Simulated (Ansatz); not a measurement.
HClO, charge +1, doublet, at a GFN2-xTB geometry (a state made from the parent by changing its charge; the spin is typed, not shown lowest). Base run: R2SCAN/6-31G* in Ansatz (a first-principles code).

The Ansatz input:
Ansatz 0.2 input:
```yaml
crystal:
  periodic: [false, false, false]
  atoms:
    - {symbol: O, position_ang: [-0.04383216, 1.02148558, 0.01469068]}
    - {symbol: H, position_ang: [-0.96672120, 1.40203158, 0.00503415]}
    - {symbol: Cl, position_ang: [0.07749285, -0.56317154, -0.00720939]}
basis:
  gaussian:
    orbitals: 6-31G*
hamiltonian:
  xc: r2scan
total_charge: 1
magnetization: {spin_polarized: true, initial_magnetization: 1}
```

Each row names what was changed in the base input (with any setting that the change needs).

```
change                                        ΔE vs base (eV)
--------------------------------------------  ---------------
base                                                     0.00
symmetry_tolerance_ang = 0.01                            0.00
occupation = up:A':9 A'':4 down:A':10 A'':2             19.71
occupation = up:A':10 A'':3 down:A':10 A'':2             0.00
occupation = up:A':11 A'':2 down:A':10 A'':2             5.31
```
